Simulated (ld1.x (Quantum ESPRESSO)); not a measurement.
carbon (C): variants of one TM potential

Base potential:

```
Element                 : carbon (C)
Generator               : ld1.x (Quantum ESPRESSO) 7.5
Type                    : norm-conserving Troullier–Martins (Kleinman–Bylander form)
Functional              : PBE
Relativity              : scalar-relativistic
Frozen core             : [He]
Valence charge          : 4
Reference configuration : 2s1 2p0 (charge +3)
Partial waves           : 2s (bound): rc 0.85 bohr; 2p (bound, empty): rc 2.55 bohr; 3d channel at 0.15 Ry: rc 2.60 bohr
Local potential         : all-electron potential smoothed inside 0.80 bohr (lloc = -1)
Core correction         : a·sin(br)/r model core inside 0.60 bohr
```

Cutoffs, loose and tight: the cutoffs (Ry, on a coarse ladder) from which the occupation-weighted sum of valence levels, in a spherical-Bessel basis at the reference potential, stays within 10 and 1 mRy of its value at 400 Ry. They do not see the model core or the augmentation charge, which bear on the density cutoff. Test errors are all-electron minus pseudo excitation energies from the reference, over the configurations 2s2 2p2; 2s2 2p1; 2s2 2p0; 2s2 2p2.3; 2s1 2p2; 2s1 2p3; 2s2 2p1.5. A dash means not determined; rows that change the core or the reference have their own tests.

A true bound ghost makes a file unfit for plane-wave use even where its test errors are small: the radial tests pick states by their node count and pass the ghost by.

Cutoffs are not given where the Bessel-basis levels miss the radial ones by over 6 mRy, ghosts where they miss by over 20 mRy; a channel whose overlap is not positive is not tested.

```tsv
change	outcome	cutoff, loose	cutoff, tight	bound ghosts	largest test error (meV)
base	generated	45 Ry	120 Ry	none	+2040
local potential the p channel	generated	55 Ry	120 Ry	none	+1550
all radii but the core radius scaled by about 1.04 (s 0.88, p 2.66, d 2.70 bohr); local potential all-electron potential smoothed inside 0.84 bohr (lloc = -1)	generated	35 Ry	100 Ry	none	+2405
wave 2p (bound): rc 2.55 bohr becomes 2p (bound): rc 2.96 bohr	generated	45 Ry	120 Ry	none	+3377
non-relativistic	generated	45 Ry	120 Ry	none	+2037
local potential all-electron potential smoothed inside 2.52 bohr (lloc = -1)	generated	60 Ry	120 Ry	none	+1876
core correction a·sin(br)/r model core inside 1.04 bohr	generated	45 Ry	120 Ry	none	+2021
wave 3d channel at 0.15 Ry: rc 2.60 bohr becomes 3d channel at 1.16 Ry: rc 2.60 bohr	generated	45 Ry	120 Ry	d	+2040
```

Question: What comes out with this change to the base: wave 2s (bound): rc 0.85 bohr becomes 2s (bound): rc 0.58 bohr?

Answer: outcome: generated; bound ghosts: s; largest test error (meV): +2099.
